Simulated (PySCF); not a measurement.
## Si⁺ (silicon, charge +1) across methods

[Ne] 3s2 3p1, 2P determinant. Computed with PySCF 2.14 in aug-cc-pCVTZ-DK with one added diffuse shell each of s, p, d, f type (9s8p6d4f, 91 functions), with the spin-free X2C one-electron Hamiltonian (Gaussian nucleus).

```
method  E (hartree)  mean ε 3s α (eV)  mean ε 3s β (eV)  mean ε 3p α (eV)  Σ⟨r²⟩ (bohr²)   ⟨S²⟩
  MN15    -289.6905           -20.997           -19.977           -13.471          19.91  0.753
   LDA    -288.5166           -19.416           -18.573           -12.060          19.78  0.752
  PBE0    -289.5630           -20.716           -19.531           -13.324          19.76  0.756
   PBE    -289.5403           -19.319           -18.434           -12.185          19.77  0.754
   UHF   -289.17902           -24.135           -21.732           -16.192          20.09  0.766
 TPSSh    -289.6965           -20.058           -18.859           -12.872          19.70  0.757
 wB97X    -289.6803           -23.306           -21.969           -15.549          19.66  0.755
r2SCAN    -289.6504           -19.568           -18.561           -12.546          19.79  0.760
```

(1) Estimate the same row for BP86.

Answers

(1) E (hartree) = -289.7129; mean ε 3s α (eV) = -19.406; mean ε 3s β (eV) = -18.585; mean ε 3p α (eV) = -12.230; Σ⟨r²⟩ (bohr²) = 19.70; ⟨S²⟩ = 0.754.
